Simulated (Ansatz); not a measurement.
Ansatz (an electronic-structure program) input:

Ansatz 0.2 input:
```yaml
crystal:
  periodic: [false, false, false]
  atoms:
    - {symbol: Os, position_ang: [-0.00000000, -0.00000000, -0.12166920]}
    - {symbol: C, position_ang: [0.00000000, 0.00000000, 1.54114318]}
basis:
  gaussian:
    orbitals: def2-TZVP
hamiltonian:
  xc: {name: HF}
magnetization: {spin_polarized: true, initial_magnetization: 2}
relax: {f_tol: 0.003, max_steps: 100}
```

### Question
What final total energy does it print?

### Answer
-127.61601 Eh (HF/def2-TZVP). The basis has 71 functions.

The spin state was set by rule; other spins were not relaxed.

The determinant is spin-contaminated: <S^2> is 4.01 against 2.00 for a pure state.
